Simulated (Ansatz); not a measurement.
`O[SiH2][SiH2]Cl` + `N[SiH3]` → `[SiH3]N[SiH2]Cl` + `O[SiH3]` at 700 K and 1 bar (cleavage of the Si–Si bond).

Program: Ansatz. Geometries: PBE0-D4/def2-TZVP. ΔE: electronic, gas phase. CCSD(T)/CBS is the MP2 limit (def2-TZVPP, def2-QZVPP) plus CCSD(T) − MP2 in def2-TZVPP, frozen cores. This one scheme is used for every species. One conformer a species, not always the lowest.

```tsv
species	CCSD(T)/CBS energy (Eh)	H − E (kJ/mol)	S (J/(mol·K))
`O[SiH2][SiH2]Cl`	-1116.20195	207.3	466.4
`N[SiH3]`	-346.80422	180.7	336.3
`[SiH3]N[SiH2]Cl`	-1096.34659	237.1	470.7
`O[SiH3]`	-366.69042	144.6	321.6
```

H − E and S are ideal-gas, rigid-rotor, harmonic terms from PBE0-D4/def2-TZVP, for one conformer and one mirror image of each species. 1 Eh = 2625.50 kJ/mol, R = 8.31446 J/(mol·K).

Task: By hand: ΔE, ΔH, ΔS and ΔG.

Result: ΔE = (-1096.34659) + (-366.69042) − (-1116.20195) − (-346.80422) = -0.03084 Eh = -81.0 kJ/mol. Δ(H − E) = 237.1 + 144.6 − 207.3 − 180.7 = -6.3, so ΔH = -87.3 kJ/mol. ΔS = 470.7 + 321.6 − 466.4 − 336.3 = -10.4 J/(mol·K). ΔG = -87.3 − 700 × (-10.4)/1000 = -80.0 kJ/mol.

Task: By hand: the equilibrium constant, and the temperature at which ΔG would vanish if ΔH and ΔS stayed fixed.

Result: log₁₀ K = −ΔG/(RT ln 10) = 6.0. ΔG = 0 at ΔH/ΔS = 8394 K, far beyond where these terms or the molecules hold.

The number of gas molecules stays the same, so ΔS is small and ΔH decides. A doubt of 5 kJ/mol in ΔE shifts log₁₀ K by 0.4 here. Other conformers and mirror images would add mixing entropy, several J/(mol·K) or more a flexible species. Modes under 60 cm⁻¹, often nearly free rotors, make the harmonic entropy too high. These are equilibria of isolated gas molecules and say nothing of rates. Largest T1 diagnostic: 0.011 (customary marks: 0.02 for closed shells, 0.045 for open ones).
